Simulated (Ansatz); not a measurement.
[NbO2Cl2]- (NbCl₂O₂⁻). Total charge -1; singlet. Geometry PBE0-D4/def2-SVPD; atoms count from 1.

| atom | x (Å) | y (Å) | z (Å) |
| --- | --- | --- | --- |
| Nb1 | 0.075 | -0.113 | 0.010 |
| O2 | -0.291 | -1.656 | -0.673 |
| O3 | 1.580 | -0.276 | 0.840 |
| Cl4 | -1.649 | 0.521 | 1.563 |
| Cl5 | 0.285 | 1.524 | -1.740 |

In the def2 sets Nb takes a core potential; there is no spin–orbit coupling.

Q: Estimate the Mulliken populations from the PBE0/def2-TZVPD orbitals of Ansatz.

A: 
```json
{"atom": "Nb1", "charge (e)": "1.92", "d electrons": "2.75"}
{"atom": "O2", "charge (e)": "-0.82", "d electrons": "–"}
{"atom": "O3", "charge (e)": "-0.82", "d electrons": "–"}
{"atom": "Cl4", "charge (e)": "-0.64", "d electrons": "–"}
{"atom": "Cl5", "charge (e)": "-0.64", "d electrons": "–"}
```
Mulliken values and Mayer orders depend strongly on the basis. With diffuse functions, as here, like atoms can get unlike values, and bond orders can come out too low or too high.

Q: And the Mayer bond orders between bonded heavy atoms (over 0.3)?

A: Nb1–O2 1.63 (1.73 Å); Nb1–O3 1.63 (1.73 Å); Nb1–Cl4 0.62 (2.41 Å); Nb1–Cl5 0.62 (2.41 Å).
